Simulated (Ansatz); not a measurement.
Steps of a relaxation of Cl₂FGa, SMILES `[F][Ga]([Cl])[Cl]` with RKS PBE-D4/def2-SVP.

```sh
$ ansatz run in.yaml --threads 2 --pin off --events-out ev --progress --plain --max-ram 22528MiB --backend cpu
```

```yaml
crystal:
  periodic: [false, false, false]
  atoms:
    - {symbol: F, position_ang: [-0.040600, 0.551200, 1.556000]}
    - {symbol: Ga, position_ang: [-0.220700, -0.194100, -0.231600]}
    - {symbol: Cl, position_ang: [1.704500, -1.441800, 0.056100]}
    - {symbol: Cl, position_ang: [-1.387700, 1.024400, -1.400800]}
basis:
  gaussian: {orbitals: def2-SVP}
hamiltonian: {xc: pbe, dispersion: d4}
relax: {f_tol: 0.03, max_steps: 200}
```

Positions (Å) and forces (eV/Å) along the path, 6 of 6 steps:

```xyz
4
step=1 energy=-80105.7420 eV
F    -0.041    0.551    1.556   -0.761   -1.011   -2.511
Ga   -0.221   -0.194   -0.232    3.275    0.006    4.465
Cl    1.704   -1.442    0.056   -1.673    0.599   -0.868
Cl   -1.388    1.024   -1.401   -0.842    0.407   -1.085
4
step=2 energy=-80106.5447 eV
F    -0.124    0.582    1.594   -0.219   -0.646   -1.540
Ga   -0.089   -0.122   -0.108    0.913    0.668    2.001
Cl    1.645   -1.474   -0.065   -0.883    0.395   -0.434
Cl   -1.376    0.953   -1.442    0.190   -0.417   -0.027
4
step=3 energy=-80106.8086 eV
F    -0.203    0.604    1.648    0.085   -0.171   -0.556
Ga    0.026    0.000   -0.010   -0.113    0.075    0.419
Cl    1.571   -1.506   -0.191   -0.422    0.398   -0.129
Cl   -1.338    0.842   -1.467    0.449   -0.302    0.267
4
step=4 energy=-80106.8501 eV
F    -0.213    0.616    1.667    0.052   -0.013   -0.094
Ga    0.032    0.017    0.032   -0.186   -0.030   -0.101
Cl    1.535   -1.491   -0.242   -0.194    0.223   -0.041
Cl   -1.299    0.798   -1.476    0.327   -0.181    0.236
4
step=5 energy=-80106.8647 eV
F    -0.199    0.635    1.690   -0.026   -0.005    0.037
Ga   -0.009   -0.002    0.069    0.064    0.018   -0.126
Cl    1.510   -1.459   -0.287   -0.053    0.020    0.025
Cl   -1.247    0.766   -1.492    0.015   -0.033    0.064
4
step=6 energy=-80106.8662 eV
F    -0.205    0.629    1.686    0.000    0.000    0.001
Ga    0.006    0.009    0.059    0.001    0.000    0.001
Cl    1.508   -1.464   -0.280    0.000    0.000    0.000
Cl   -1.253    0.766   -1.485   -0.001    0.000   -0.002
```

Hardware: 2 threads of an AMD EPYC 7R13 on a shared host. Wall time 5.5 s, peak host memory 0.35 GiB.
